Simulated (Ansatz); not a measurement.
**Cost against result**

Saddle point of CH6Ge, closed shell (GeH₂ + CH₄ → CH₄Ge ([CH3][GeH]) + H₂; bonds formed: Ge1–C3, H2–H4; bonds broken: Ge1–H4, H2–C3), PBE0-D4/def2-TZVP structure:

Ge1  (-1.283, 0.738, 0.232)
H2  (-0.296, -0.641, 0.506)
C3  (0.841, 0.178, -0.072)
H4  (-1.226, -0.821, 0.960)
H5  (-1.666, -0.014, -1.117)
H6  (1.411, 0.528, 0.787)
H7  (1.012, 0.840, -0.921)
H8  (1.208, -0.808, -0.376)
(Å)

Barriers are electronic and count from the start structure reached by relaxing down the imaginary mode.

Ansatz 0.2.0; basis: as named in each row; cores frozen in the correlated methods. Filled d shells of the heavier atoms are correlated. The def2 sets are not built for correlating such inner shells, so the correlated values are less sure here. B3LYP uses VWN-RPA correlation. Extrapolation: Hartree–Fock as exp(−7.88 √X), correlation as X^−2.97.

Times are rough, for one single point on 2 threads of a shared host (Arm Neoverse V1).

The estimate by CCSD(T) at an estimated basis limit (MP2 extrapolated from triple and quadruple zeta, plus CCSD(T) − MP2 in triple zeta) is 1.211 eV.

```csv
method,basis,time (s),barrier (eV),method less estimate
SPW92,def2-TZVPP,under 1,0.652,-0.560
PBE-D4,def2-TZVPP,2,0.937,-0.275
BLYP-D4,def2-TZVPP,2,1.175,-0.036
PBE0-D4,def2-TZVPP,2,1.080,-0.132
B3LYP-D4,def2-TZVPP,2,1.267,0.056
BHLYP-D4,def2-TZVPP,2,1.467,0.256
CAM-B3LYP-D4,def2-TZVPP,2,1.311,0.099
RPA on PBE,def2-TZVPP,3,1.290,0.079
r2SCAN-D4,def2-TZVPP,4,1.011,-0.201
r2SCAN0-D4,def2-TZVPP,4,1.125,-0.087
B2PLYP,def2-TZVPP,4,1.262,0.050
PBE-QIDH,def2-TZVPP,4,1.168,-0.044
wB97X-V,def2-TZVPP,6,1.291,0.079
wB97M-V,def2-TZVPP,7,1.265,0.054
B97M-V,def2-TZVPP,8,1.236,0.024
MP2,def2-QZVPP,15,1.120,-0.092
CCSD(T),def2-TZVPP,33,1.282,0.071
```

All methods are single points on the PBE0-D4 structures.

No T1 diagnostic of these runs exceeds 0.012.

Labels in which every atom is bracketed show which atoms are joined, not bond orders.
